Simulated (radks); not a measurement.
Spin polarisation of the 3p3 shell in P. Start: [Ne] 3s2 3p(up 1.5, down 1.5); electrons of 3p are moved from spin down to spin up, other shells keep equal spins. Method: non-relativistic Kohn-Sham, BLYP, spin-polarised, spherical densities, point nucleus; computed with a radial shooting solver on a logarithmic mesh with Libxc functionals.

| moment (Bohr magnetons) | E - E(0) (eV) | e(3p up) (eV) | e(3p down) (eV) | 3s down minus up (eV) | 2p down minus up (eV) |
|---|---|---|---|---|---|
| 0 | 0.000 | -5.367 | -5.367 | 0.000 | 0.000 |
| 0.75 | -0.103 | -5.614 | -5.067 | 0.621 | 0.107 |
| 1.5 | -0.408 | -5.798 | -4.726 | 1.220 | 0.212 |
| 2.25 | -0.903 | -5.915 | -4.355 | 1.779 | 0.315 |
| 3 | -1.574 | -5.968 | -3.951 | 2.296 | 0.414 |

At moment 3 the spin-polarisation energy is -1.574 eV and the 3p exchange splitting 2.017 eV, that is 0.672 eV per Bohr magneton; E = -I m^2/4 would give I = 0.699 eV.
